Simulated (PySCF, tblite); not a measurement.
A set of runs on `O=C[N][SiH]1C[SiH2]C1` [radical]; the geometry of each is named by its level. Settings lines and outputs come from a driver script.

Compound: C3H8NOSi2 (doublet state).
SMILES with atom numbers: `[O:1]=[CH:2][N:3][SiH:4]1[CH2:5][SiH2:6][CH2:7]1` (hydrogens: H8 on C2; H9 on Si4; H10, H11 on C5; H12, H13 on Si6; H14, H15 on C7)

Step 1: GFN2-xTB geometry optimisation, gas phase (tblite 0.8.0) (from a force-field or distance-geometry start)
```json
{"job": {"kind": "relax", "xc": "GFN2-xTB", "basis": "xTB"}, "charge": 0, "multiplicity": 2}
```
```
step      E/eV     max force
  0    -566.61370    4.380
  1    -567.11452    2.972
  2    -567.26854    1.489
...
121    -567.80798    0.024
122    -567.80801    0.017
123    -567.80803    0.011
124    -567.80805    0.011
125    -567.80806    0.004
```

Energy lowered by 27.5 kcal/mol over 125 steps; largest atomic force 0.004 eV/Å at the end. «max force» is the largest atomic force in eV/Å.

Step 2: GFN2-xTB harmonic vibrations, gas phase (tblite 0.8.0) (on the GFN2-xTB geometry)
```json
{"job": {"kind": "ir", "xc": "GFN2-xTB", "basis": "xTB"}, "charge": 0, "multiplicity": 2}
```
```
(table of modes left out)
```

39 modes from 24 to 3057 cm⁻¹ (unscaled, harmonic); zero-point energy 61.8 kcal/mol; all wavenumbers are real at this level.

Step 3: UKS B3LYP, pcH-1 on C H N O Si, non-relativistic, mean-field spin-orbit, GIAO (PySCF 2.14.0) (on the GFN2-xTB geometry)
```json
{"job": {"kind": "epr", "basis": "pcH-1"}, "charge": 0, "multiplicity": 2}
```
```
...
E = -828.08728027 Eh   <S^2> = 0.7578 (exact 0.7500)
g shifts (ppm)      1          2          3
  rmc          -212       -212       -212
  gc             18         38         34
  oz_so         723       1303       6103
  total         529       1128       5925
hyperfine (MHz)  atom isotope    a_iso     a_fc   dipolar eigenvalues
    0   17O      -5.70      -5.29    -33.76     14.82     18.95
    1   13C     -34.47     -34.49    -11.55      3.30      8.25
    2   14N      36.46      36.31    -33.18    -31.74     64.92
    3  29Si      60.26      60.37    -11.48      0.06     11.42
    4   13C      26.74      26.75     -3.43     -3.19      6.61
    5  29Si       3.29       3.28     -4.16      1.96      2.21
    6   13C      52.39      52.38    -17.30    -16.72     34.02
    7    1H     154.42     154.43     -7.79     -1.78      9.58
    8    1H      -7.22      -7.22     -3.29     -1.21      4.50
    9    1H      -1.33      -1.33     -3.27     -0.54      3.80
   10    1H       2.40       2.40     -1.94     -1.26      3.20
   11    1H       2.03       2.03     -0.92     -0.83      1.74
   12    1H       3.15       3.15     -1.21     -0.58      1.78
   13    1H     -11.61     -11.61     -9.31     -0.04      9.36
   14    1H       6.15       6.14     -8.46     -0.80      9.26
```

⟨S²⟩ 0.758; g_iso 2.0048. rmc, gc and oz_so are the mass-correction, gauge-correction and orbital-Zeeman/spin–orbit parts of the g shift along its three principal axes; a_iso is the isotropic hyperfine coupling and a_fc its Fermi-contact part. The log counts atoms from 0, this text from 1.

Q: Which step took the most CPU time, and about what did each take on one thread of an Arm Neoverse V2, shared host?

A: Step 3, about 99 % of the total. CPU time by step: 1: 0.87 s, 2: 0.54 s, 3: 1.9 min.

Geometry of the electronic-property runs (GFN2-xTB):
```
atom  x, y, z in Å
O1     3.585   -0.913   -0.474
C2     2.868   -0.145   -1.070
N3     1.613    0.196   -0.960
Si4    0.515    0.421    0.287
C5    -1.064    1.336   -0.291
Si6   -2.147   -0.237   -0.220
C7    -0.589   -1.224    0.270
H8     3.290    0.404   -1.960
H9     0.943    0.790    1.637
H10   -0.970    1.757   -1.286
H11   -1.375    2.136    0.373
H12   -2.734   -0.658   -1.489
H13   -3.141   -0.224    0.855
H14   -0.227   -1.946   -0.451
H15   -0.573   -1.685    1.251
```

 (This holds for the electronic-property runs.)

One conformer stands for the species.
